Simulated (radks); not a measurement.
Xe XXI, configuration [Ar] 3d10 4s2 4p4. Method: Dirac Kohn-Sham, LDA (Slater exchange, Perdew-Wang correlation), spin-unpolarised, spherical densities, point nucleus; open shells fill j = l - 1/2 first; computed with a radial shooting solver on a logarithmic mesh with Libxc functionals.

Spin-orbit splittings of the eigenvalues, e(l+1/2) - e(l-1/2), with zeta = 2 splitting/(2l+1) and mean radii in bohr:

shell  occ.  splitting (eV)  zeta (eV)  <r> j=l-1/2  <r> j=l+1/2
2p        6           324.7      216.5      0.09615       0.1019
3p        6           63.13      42.09       0.2932       0.3045
3d       10           13.54      5.418       0.2739       0.2774
4p        4           16.82      11.21       0.6603       0.6782
